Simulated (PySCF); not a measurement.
Level of theory: PySCF with ωB97X-D3(BJ)/def2-TZVP // PBE0-D3(BJ)/def2-TZVP. Isolated molecules, 0 K electronic values unless said otherwise. One relaxed conformer stands for a flexible species; it need not be the lowest. Delta-SCF ions had no search for a lower state. 

Reference species (SMILES): `OC[SiH3]` (H–O–C–Si torsion 59°) (neutral, multiplicity 1).

| Item | Result |
|---|---|
| HOMO–LUMO gap | 12.40 eV |
| vertical ionisation energy (Delta-SCF) | 10.15 eV |

Changed species: `CO[SiH3]`.

Problem. Give the shifts of the HOMO–LUMO gap and vertical ionisation energy (Delta-SCF).

Solution. the HOMO–LUMO gap goes up by 0.59 eV, to 12.99 eV; the vertical ionisation energy (Delta-SCF) increases by 0.60 eV, to 10.75 eV.
